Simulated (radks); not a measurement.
Results of a calculation; reference values are marked as such.
All-electron atom: Al+ in [Ne] 3s2. Level of theory: non-relativistic Kohn-Sham, LB94 model potential, spin-polarised, spherical densities, point nucleus (a radial shooting solver on a logarithmic mesh with Libxc functionals). Some entries of the table are withheld. Estimate them.

| orbital | occ. | eigenvalue (hartree) | <r^2> (bohr^2) |
|---|---|---|---|
| 1s | 2 | (1) | (2) |
| 2s | 2 | -4.65136 | 0.4718 |
| 2p | 6 | (3) | 0.4527 |
| 3s | 2 | -0.70488 | 6.173 |

Answer. 
(1) 1s eigenvalue (hartree): -57.13713
(2) 1s <r^2> (bohr^2): 0.01934
(3) 2p eigenvalue (hartree): -3.27383
